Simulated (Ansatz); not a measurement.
Start from `C[CH2][Al]([Cl])[Br]` and change one atom or group to get `C[CH2][Al]([Cl])[Cl]`.

Ansatz, PBE0-D4/def2-TZVP geometries, multiplicity 1. Each molecule was computed in one conformer, which needn't be the lowest.

Scalar relativity is left out up to krypton.

| property | `C[CH2][Al]([Cl])[Br]` |
| --- | --- |
| HOMO–LUMO gap (ωB97M-V/def2-TZVPP) / eV | 11.07 |
| size of the dipole moment (ωB97M-V/def2-TZVPP) / D | 2.09 |
| HOMO energy (PBE/def2-TZVPP) / eV | -6.98 |
| LUMO energy (PBE0/def2-TZVPP) / eV | -1.00 |
| HOMO–LUMO gap (B3LYP/def2-TZVPP) / eV | 6.83 |
| zero-point energy (PBE0-D4/def2-TZVP) / kJ/mol | 177.4 |

**Question.** Give the same properties after the change, and the shifts. (An estimate is asked.)

**Answer.** Computed: 
```tsv
property	`C[CH2][Al]([Cl])[Cl]`	shift
HOMO–LUMO gap (ωB97M-V/def2-TZVPP) / eV	11.28	0.21
size of the dipole moment (ωB97M-V/def2-TZVPP) / D	2.09	0.00
HOMO energy (PBE/def2-TZVPP) / eV	-7.04	-0.06
LUMO energy (PBE0/def2-TZVPP) / eV	-0.87	0.13
HOMO–LUMO gap (B3LYP/def2-TZVPP) / eV	7.02	0.19
zero-point energy (PBE0-D4/def2-TZVP) / kJ/mol	178.4	1.0
```

With PBE0 the HOMO falls by 0.08 eV and the LUMO rises by 0.13 eV, so the gap widens by about 0.21 eV. PBE moves the HOMO by -0.06 eV and ωB97M-V by -0.09 eV. Dipoles are sizes alone; their direction can turn.

B3LYP here is the variant with VWN-RPA as its local correlation; programs differ in this.

Spin–orbit coupling is left out; it splits and shifts lone-pair levels of the heavy atoms by tenths of an eV.
